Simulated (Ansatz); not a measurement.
C$_{2}$H$_{6}$BFO, SMILES `BC(O)CF`, relaxed with RKS PBE-D4/def2-SVP in Ansatz 0.2.0 from a rough embedded geometry. The force threshold is 0.03 eV/Å; the program also tests the step.

The species carries charge 0 and has multiplicity 1.

Start:

```xyz
11

B    -1.140    0.803   -0.324
C     0.255    0.107   -0.309
O     1.202    1.070    0.045
C     0.386   -1.080    0.651
F    -0.541   -2.054    0.359
H    -1.863    0.766   -1.276
H    -1.589    1.266    0.674
H     0.476   -0.335   -1.350
H     1.378    1.594   -0.848
H     1.352   -1.461    0.672
H     0.085   -0.677    1.707
```

(1) By how much does the energy fall, and how many steps does the optimiser take? (Best estimate.)

(2) Which bonds change most? (An estimate is asked.)

(3) Give the relaxed structure. (Estimate.)

## Answers

(1) The calculation gave: 18.40 kcal/mol, in 14 steps.

(2) Ansatz gave: B1–O3 from 2.386 to 1.723 Å; C2–O3 from 1.396 to 1.510 Å; C4–H10 from 1.038 to 1.115 Å; O3–H9 from 1.050 to 0.977 Å.

(3) Computed: 
```xyz
11

B    -1.008    0.895   -0.343
C     0.127   -0.181   -0.416
O     0.667    1.185   -0.061
C     0.406   -1.131    0.729
F    -0.437   -2.223    0.602
H    -1.349    1.462   -1.365
H    -1.616    1.038    0.698
H     0.532   -0.521   -1.387
H     1.012    1.588   -0.882
H     1.459   -1.498    0.733
H     0.207   -0.613    1.693
```
